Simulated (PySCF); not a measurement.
**Arsenic: a sound run and one with changed settings**

Sound run: As [Ar] 3d10 4s2 4p3, As⁺ [Ar] 3d10 4s2 4p2. Calculation: PySCF 2.14, in cc-pVDZ-DK; scalar relativity by spin-free X2C-1e. In the sound run the correlated levels freeze [Ar] 3d10. The sound run starts from symmetry-adapted Hartree-Fock orbitals and uses a fine grid where one is needed.

Changed run: basis STO-3G, all-electron and non-relativistic. This setting is unsound on purpose.

```csv
species,method,sound run (hartree),changed run (hartree),converged
As,UHF,-2258.91690,-2209.26367,yes
As,M06-2X,-2260.70707,-2210.49938,yes
As,B3LYP,-2260.65392,-2210.47114,yes
As,MP2,-2258.97105,-2209.26367,yes
As⁺,UHF,-2258.57056,-2209.00633,yes
As⁺,M06-2X,-2260.34711,-2210.21922,yes
As⁺,B3LYP,-2260.29333,-2210.19878,yes
As⁺,MP2,-2258.61262,-2209.01391,yes
As⁺,CCSD(T),-2258.62952,-2209.01980,yes
```

Ionisation energy of As:

```
 method  sound run (eV)  changed run (eV)
    UHF           9.425             7.003
 M06-2X           9.795             7.623
  B3LYP           9.812             7.411
    MP2           9.753             6.796
SCS-MP2           9.636             6.755
```

A minimal basis cannot let orbitals breathe on ionisation and holds almost no correlation. The Hamiltonian changed with the basis, so the totals do not compare.

For comparison, NIST gives 9.789 eV between the lowest levels.
